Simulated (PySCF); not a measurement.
How a change of structure moves an absorption spectrum

Theory: PySCF, TDDFT B3LYP/def2-SVPD, vertical, gas phase, core orbitals frozen in the response. Geometries: GFN2-xTB; one conformer of each isolated species. Triplets are in the Tamm–Dancoff approximation. 'Strongest' means the level of largest summed f among the lowest 8 singlets; it needn't be the same kind of state in each.

Parent: `P#CC1CCCC1`, with lowest singlet excitation energy 4.38 eV, S1–T1 gap 1.00 eV, HOMO energy -6.98 eV, HOMO–LUMO gap 5.96 eV, energy of the strongest computed level 7.05 eV, LUMO energy -1.02 eV. Its spectrum: 4.38 eV (f 0.000); 4.64 eV (f 0.001); 4.65 eV (f 0.001); 6.54 eV (f 0.030); 6.61 eV (f 0.070).

Shifts from the parent:

```
                    change         SMILES  Δ S1 (eV)  Δ S1−T1 (eV)  Δ HOMO (eV)  Δ gap (eV)  Δ strongest (eV)  Δ LUMO (eV)
    cPent replaced by PMe2       CP(C)C#P      -0.85         -0.49        +0.55       -1.24             -1.70        -0.69
   cPent replaced by NHtBu   CC(C)(C)NC#P      -1.12         -0.62        +1.27       -1.30             -0.71        -0.03
 cPent replaced by SiH2CH3     C[SiH2]C#P      -0.21         -0.01        -0.57       -0.20             -0.47        -0.77
   cPent replaced by vinyl         C=CC#P      -0.54         +0.35        +0.21       -1.38             -0.80        -1.16
    cPent replaced by C2H5          CCC#P      +0.03         +0.03        -0.17       +0.09             +0.30        -0.08
cPent replaced by CH(CH3)F  C[C@@H](F)C#P      -0.21         -0.16        -0.60       -0.26             +0.17        -0.86
```

(1) Predict the same shifts for this change: cPent replaced by nBu (`CCCCC#P`).

Answers

(1) Δ lowest singlet excitation energy +0.01 eV, Δ S1–T1 gap +0.01 eV, Δ HOMO energy -0.13 eV, Δ HOMO–LUMO gap +0.03 eV, Δ energy of the strongest computed level -0.01 eV, Δ LUMO energy -0.10 eV. Spectrum: 4.39 eV (f 0.000); 4.66 eV (f 0.001); 4.66 eV (f 0.000); 6.74 eV (f 0.018); 6.76 eV (f 0.168). S1 falls most with cPent replaced by NHtBu (-1.12 eV), and it rises most with cPent replaced by C2H5 (+0.03 eV). S1 is simply the lowest singlet of each species and needn't be the same kind of state throughout. Over these 7 changes the shifts of S1 and of the HOMO–LUMO gap correlate with r = 0.91.
